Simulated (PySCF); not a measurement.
CH$_{3}$Li, charge +1, doublet, at a GFN2-xTB geometry (such geometries of metal compounds can be far from the true shape) (a state made from the parent by changing its charge; the spin is typed, not shown lowest). Base run: HF/STO-3G run with PySCF.

Geometry (Å):
```xyz
5

Li    -1.1944    -0.7110    -1.0475
C      0.3499     0.2083     0.3069
H      0.7647    -0.6711     0.7810
H     -0.2667     0.8427     0.9294
H      0.9856     0.7115    -0.4093
```
Charge +1, spin multiplicity 2.
Orbitals are unrestricted.
All else is at PySCF's defaults.
Base energy -46.25241 Eh.

Variants of this job, named by their change:

```json
[
 {"change": "base", "ΔE vs base (µEh)": "0.0", "SCF cycles": "9", "<S^2>": "0.757"},
 {"change": "init_guess = huckel", "ΔE vs base (µEh)": "0.0", "SCF cycles": "9", "<S^2>": "0.757"},
 {"change": "diis_space = 20", "ΔE vs base (µEh)": "0.0", "SCF cycles": "9", "<S^2>": "0.757"},
 {"change": "level_shift = 1.0 (with mf.max_cycle = 100)", "ΔE vs base (µEh)": "0.0", "SCF cycles": "26", "<S^2>": "0.757"},
 {"change": "diis_space = 2", "ΔE vs base (µEh)": "0.0", "SCF cycles": "12", "<S^2>": "0.757"},
 {"change": "init_guess = 1e", "ΔE vs base (µEh)": "0.0", "SCF cycles": "10", "<S^2>": "0.757"},
 {"change": "conv_tol = 1e-11", "ΔE vs base (µEh)": "0.0", "SCF cycles": "11", "<S^2>": "0.757"},
 {"change": "conv_tol = 1e-12", "ΔE vs base (µEh)": "0.0", "SCF cycles": "12", "<S^2>": "0.757"},
 {"change": "diis_space = 4", "ΔE vs base (µEh)": "0.0", "SCF cycles": "10", "<S^2>": "0.757"},
 {"change": "conv_tol = 1e-4", "ΔE vs base (µEh)": "0.4", "SCF cycles": "6", "<S^2>": "0.757"},
 {"change": "conv_tol = 1e-6", "ΔE vs base (µEh)": "0.0", "SCF cycles": "8", "<S^2>": "0.757"},
 {"change": "diis = off (with mf.max_cycle = 100)", "ΔE vs base (µEh)": "0.0", "SCF cycles": "20", "<S^2>": "0.757"},
 {"change": "solver = newton", "ΔE vs base (µEh)": "0.0", "SCF cycles": "-", "<S^2>": "0.757"}
]
```

Open shells are given as the SCF converged; they aren't shown to be the lowest states, and a large step between rows can be another state.
